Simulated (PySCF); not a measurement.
## Two-component Hartree-Fock for Pd²⁺ (palladium, charge +2)

Start: [Kr] 4d7 5s1; 4d3/2 filled at m_j = +1/2, +3/2; 4d5/2 filled at m_j = -3/2, -1/2, +1/2, +3/2, +5/2; 5s1/2 filled at m_j = +1/2. Calculated with PySCF 2.14 in x2c-TZVPall-2c with one added diffuse shell each of s, p, d type (9s10p8d1f, 86 functions): generalised Hartree-Fock with the X2C-1e Hamiltonian and a Gaussian nucleus; one run each with spin-orbit coupling (SO) switched off, then screened by Boettger's factors. This is a chosen level, not necessarily the ground level.

| spinor shell | electrons | ε, spin-free (eV) | ε, screened SO (eV) | weight of nominal j (screened SO) | rms radius, screened SO (bohr) |
| --- | --- | --- | --- | --- | --- |
| 1s1/2 | 2 | -24506.8 | -24505.0 | 1.000 | 0.0365 |
| 2s1/2 | 2 | -3689.1 | -3688.6 | 1.000 | 0.150 |
| 2p1/2 | 2 | -3303.8 | -3414.2 | 1.000 | 0.130 |
| 2p3/2 | 4 | -3303.8 | -3252.6 | 1.000 | 0.135 |
| 3s1/2 | 2 | -727.07 | -726.87 | 1.000 | 0.403 |
| 3p1/2 | 2 | -597.16 | -617.08 | 1.000 | 0.399 |
| 3p3/2 | 4 | -597.16 | -587.79 | 1.000 | 0.409 |
| 3d3/2 | 4 | -391.24 | -394.87 | 0.991 | 0.387 |
| 3d5/2 | 6 | -391.24 | -388.58 | 0.994 | 0.390 |
| 4s1/2 | 2 | -135.66 | -135.59 | 1.000 | 1.00 |
| 4p1/2 | 2 | -95.350 | -101.02 | 0.840 | 1.09 |
| 4p3/2 | 4 | -95.350 | -92.560 | 0.920 | 1.11 |
| 4d5/2 | 5 | -39.401 | -40.274 | 0.536 | 1.43 |
| 4d3/2 | 2 | -39.401 | -37.265 | 0.621 | 1.43 |
| 5s1/2 | 1 | -25.215 | -25.205 | 1.000 | 2.77 |

```tsv
quantity	spin-free	screened SO
E (hartree)	-5041.22055	-5042.08874
M_J	5	5
⟨J²⟩	30.006	30.007
⟨L²⟩	12.005	12.164
⟨S²⟩	6.001	5.940
```

Each row is a mean over spinors that exchange with the open shell spreads, by up to 9.779 eV (4p3/2).

Rows whose weight is well below 1 are mixtures of j = l ± 1/2: exchange outweighs spin-orbit coupling there, and the label is only the starting occupation.

Breit and QED terms are absent; they matter most for the inner s and p1/2 levels.

Densities and radii are taken from the X2C orbitals without a picture-change correction, which distorts them close to the nucleus.

Without spin-orbit coupling the j labels of p, d and f shells carry no meaning; the spin-free column gives the mean over the occupied spinors of each nl shell.
